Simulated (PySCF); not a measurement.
1,1,2-trichloroprop-1-ene (C₃H₃Cl₃), SMILES CC(Cl)=C(Cl)Cl.

Geometry: PBE0-D3(BJ)/def2-SVP.

Calculation: PBE0-D3(BJ)/def2-SVP in PySCF.

Frequencies are harmonic and unscaled.

Computed normal modes with their intensities:
```
mode  ν (cm⁻¹)  IR (km/mol)  moving atoms (share of kinetic energy)
----  --------  -----------  --------------------------------------
1          116          0.6                 Cl 56 %, C 28 %, H 16 %
2          145          0.8                                  H 94 %
3          196          0.9                         Cl 88 %, C 10 %
4          278          0.4                         Cl 73 %, C 21 %
5          299          1.5                 C 76 %, H 13 %, Cl 10 %
6          347          1.0                 Cl 46 %, C 34 %, H 20 %
7          381          0.9                         Cl 77 %, C 17 %
8          531          0.0                           C 88 %, H 9 %
9          534          7.5                  Cl 49 %, C 42 %, H 8 %
10         786         51.2                 C 60 %, Cl 23 %, H 17 %
11         959        117.0                         C 83 %, Cl 12 %
12        1040          0.8                          H 67 %, C 33 %
13        1046         38.8                          H 51 %, C 48 %
14        1168         15.2                          C 79 %, H 20 %
15        1391          7.7                          H 73 %, C 27 %
16        1445          7.2                                  H 95 %
17        1446         12.2                                  H 97 %
18        1707          4.9                                  C 97 %
19        3064          8.9                                  H 97 %
20        3148          2.1                           H 91 %, C 9 %
21        3202          1.0                           H 91 %, C 9 %
```
